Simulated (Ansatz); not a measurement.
CH7ClSiSn can be A, `ClC[SiH2][SnH3]`, or B, `[SiH3][SnH2][CH2]Cl`.

Isolated molecules relaxed with PBE0-D4/def2-TZVP in Ansatz; ΔE leaves out vibrations. CCSD(T)/CBS adds triple-zeta CCSD(T) − MP2 to the extrapolated MP2 energy (def2 sets, frozen cores). Functionals use def2-TZVPP. B3LYP here is the variant with VWN-RPA as its local correlation; programs differ in this. Elements past krypton have def2 core potentials. For Sn outer-core shells are correlated without core-valence functions, which leaves a few kJ/mol of doubt a bond. One conformer a species, not always the lowest.

Question: Which isomer does CCSD(T)/CBS put lower? Give the gap. (An estimate is asked.)

Answer: Ansatz gave: A, by 2.7 kcal/mol.

Question: Give E(B) − E(A) in kcal/mol with B3LYP-D4, r2SCAN-D4, CCSD/def2-TZVPP, B2PLYP, ωB97M-V, MP2/def2-TZVPP, PBE0-D4. (An estimate is asked.)

Answer: Computed: B3LYP-D4 3.7, r2SCAN-D4 4.0, CCSD/def2-TZVPP 3.3, B2PLYP 3.2, ωB97M-V 4.3, MP2/def2-TZVPP 2.7, PBE0-D4 4.2. None reverses the order clearly.

Largest T1 diagnostic: 0.012.

In def2-TZVPP, CCSD(T) changes the Hartree–Fock value by −0.8 kcal/mol (the triples alone add −0.2 kcal/mol) and MP2 by −1.2 kcal/mol.
